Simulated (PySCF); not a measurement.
Molecule: SMILES CS/C(F)=C(\C#N)C(F)F, C$_{5}$H$_{4}$F$_{3}$NS.

Cartesian coordinates in Å; atom numbers follow the order of the lines, from 1:
```xyz
14

C    -2.3076   -0.1199   -1.7603
S    -1.8096   -0.3668   -0.0266
C    -0.1161    0.0030   -0.1309
F     0.3273    0.3401   -1.3475
C     0.7412   -0.0318    0.9119
C     0.2875   -0.3860    2.1982
N    -0.0642   -0.6721    3.2505
C     2.2022    0.3018    0.7506
F     2.9827   -0.7405    1.1218
F     2.5542    1.3411    1.5437
H    -2.1194    0.9079   -2.0544
H    -1.7680   -0.8115   -2.3998
H    -3.3711   -0.3310   -1.7924
H     2.4601    0.5652   -0.2870
```

Frames of a GFN2-xTB Langevin trajectory at 200 K; GIAO PBE0/pcSseg-1 shieldings in PySCF 2.14, gas phase, non-relativistic; equivalent atoms averaged within each frame.

Referencing at the same level of theory: 13C (σ = 186.93 ppm) and 1H (σ = 31.72 ppm) vs TMS; 33S (σ = 503.73 ppm) vs CS2; 19F (σ = 170.95 ppm) vs CFCl3; NH3 for 15N (σ = 267.73 ppm). The references are static minima.

Problem. How do the shifts (ppm) fluctuate along the trajectory?

Solution. 
| time (fs) | C3 | C8 | C6 | C5 | C1 | S2 | F4 | F9/F10 | N7 | H14 |
| --- | --- | --- | --- | --- | --- | --- | --- | --- | --- | --- |
| 250 | 183.6 | 114.9 | 114.3 | 99.8 | 19.1 | 39 | -81.0 | -121.1 | 332.6 | 7.09 |
| 425 | 179.9 | 110.6 | 115.6 | 100.5 | 18.4 | 36 | -90.5 | -134.9 | 344.1 | 6.40 |
| 625 | 190.1 | 118.3 | 116.4 | 92.3 | 15.2 | 58 | -79.5 | -120.2 | 349.0 | 7.74 |
| 800 | 193.7 | 118.9 | 118.9 | 101.8 | 13.2 | 55 | -80.9 | -117.2 | 357.6 | 7.41 |
| 1000 | 187.5 | 107.4 | 114.2 | 91.4 | 16.0 | 70 | -73.2 | -141.0 | 335.3 | 6.52 |
| mean of frames | 187.0 | 114.0 | 115.9 | 97.2 | 16.4 | 52 | -81.0 | -126.9 | 343.7 | 7.03 |
| standard deviation | 5.4 | 5.0 | 1.9 | 4.9 | 2.4 | 14 | 6.2 | 10.4 | 10.2 | 0.57 |

5 frames give an uncertainty of the mean of about the standard deviation over 2.2 at best, since frames this close in time may not be independent; classical motion lacks zero-point vibration, and the reference would need the same averaging.
